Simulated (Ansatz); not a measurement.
Consider the substitution at a C–Cl bond: `C[C@H]1C[C@@H]1Cl` + HBr → `C[C@H]1C[C@@H]1Br` + HCl.

Calculated with Ansatz (gas phase, PBE0-D4/def2-TZVP geometries, no zero-point term in ΔE). CCSD(T)/CBS adds triple-zeta CCSD(T) − MP2 to the extrapolated MP2 energy (def2 sets, frozen cores). This one scheme is used for every species. DFT in def2-TZVPP. For Br outer-core shells are correlated without core-valence functions, which leaves a few kJ/mol of doubt a bond. Scalar relativity is left out up to krypton.

`C[C@H]1C[C@@H]1Cl`:

Cartesian coordinates in Å:
```
C -1.312 0.750 -0.127
C -0.321 -0.377 -0.167
C 1.089 -0.151 -0.642
C 0.811 -0.406 0.800
Cl 1.309 -1.925 1.520
H -2.102 0.557 0.604
H -1.783 0.891 -1.103
H -0.826 1.690 0.145
H -0.730 -1.352 -0.409
H 1.567 -0.944 -1.202
H 1.387 0.853 -0.922
H 0.912 0.412 1.503
```

HBr:

Z-matrix (Å, degrees):
```
Br
H 1 1.420
```

`C[C@H]1C[C@@H]1Br`:

Cartesian coordinates in Å:
```
C -0.140 -0.462 1.447
C -0.318 0.358 0.202
C 0.839 0.629 -0.720
C -0.250 -0.299 -1.132
Br -1.463 0.210 -2.520
H -1.083 -0.919 1.758
H 0.225 0.155 2.272
H 0.585 -1.264 1.287
H -1.037 1.167 0.276
H 0.886 1.596 -1.204
H 1.803 0.189 -0.487
H -0.046 -1.360 -1.179
```

HCl:

Z-matrix (Å, degrees):
```
Cl
H 1 1.279
```

| species | ωB97X-V energy (Eh) |
| --- | --- |
| `C[C@H]1C[C@@H]1Cl` | -616.77305 |
| HBr | -2574.52140 |
| `C[C@H]1C[C@@H]1Br` | -2730.54771 |
| HCl | -460.74877 |

Task: Work out ΔE.

Result: ΔE = (-2730.54771) + (-460.74877) − (-616.77305) − (-2574.52140) = -0.00203 Eh = -1.3 kcal/mol. CCSD(T)/CBS gives -2.1 kcal/mol.

Largest T1 diagnostic among the species: 0.009.

In def2-TZVPP, CCSD(T) changes the Hartree–Fock value by −1.5 kcal/mol (the triples alone add −0.1 kcal/mol) and MP2 by −2.0 kcal/mol.
